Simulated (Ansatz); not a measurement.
Species: SnF3, charge 1, multiplicity 1. It need not be the lowest isomer of its formula. 
Coordinates optimised at B3LYP-D3(BJ)/def2-TZVP (Ansatz, a quantum-chemistry and plane-wave program):
SMILES: [F][Sn+]([F])[F]
```xyz
4

Sn     0.0000     0.0000     0.0000
F     -1.5544    -1.0024     0.0836
F     -0.0371     1.7079    -0.7140
F      1.5915    -0.7055     0.6304
```
Charge +1, spin multiplicity 1.

Basis-set convergence of Hartree-Fock and CCSD correlation energies (hartree) with Ansatz. Cores are frozen in the correlated levels unless marked. Spin-orbit coupling is left out. Frozen are the shells of the preceding noble gas and the d and f shells that filled before the atom's block. Past Kr the def2 sets carry scalar-relativistic core potentials.

```tsv
basis	functions	E(HF)	E(corr, CCSD)
def2-SVP	68	-511.09797	-0.64607
def2-TZVPP	143	?	?
```

### Question
Complete the blanks.

### Answer

- def2-TZVPP, E(HF): -511.51481
- def2-TZVPP, E(corr, CCSD): -0.84136
